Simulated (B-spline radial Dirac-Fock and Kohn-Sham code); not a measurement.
Subshell cross sections of Si⁺, photon energy 2000 eV

System: Si⁺ in the configuration [Ne] 3s2 3p1.

Method: Dirac-Hartree-Slater photoionisation with all multipoles and Dirac-Fock thresholds. Computed with a radial B-spline solver. The asymmetry parameter β is from the dipole term alone. Kinetic energies are from the vacuum level. Open shells are spread statistically over j, without multiplet splitting.

```tsv
subshell	electrons	binding (eV)	kinetic (eV)	σ (kb)	β
K (1s)	2	1860.2	139.8	122	2.00
L1 (2s)	2	172.5	1827.5	6.69	2.00
L2 (2p1/2)	2	119.5	1880.5	1.43	0.89
L3 (2p3/2)	4	118.9	1881.1	2.79	0.89
M1 (3s)	2	22.41	1977.6	0.618	2.00
M2 (3p1/2)	0.33	15.72	1984.3	0.0173	0.86
M3 (3p3/2)	0.67	15.68	1984.3	0.0339	0.86
```

Branching ratios of the spin-orbit partners (statistical value in brackets): 2p 1.96 (2.00), 3p 1.96 (2.00).
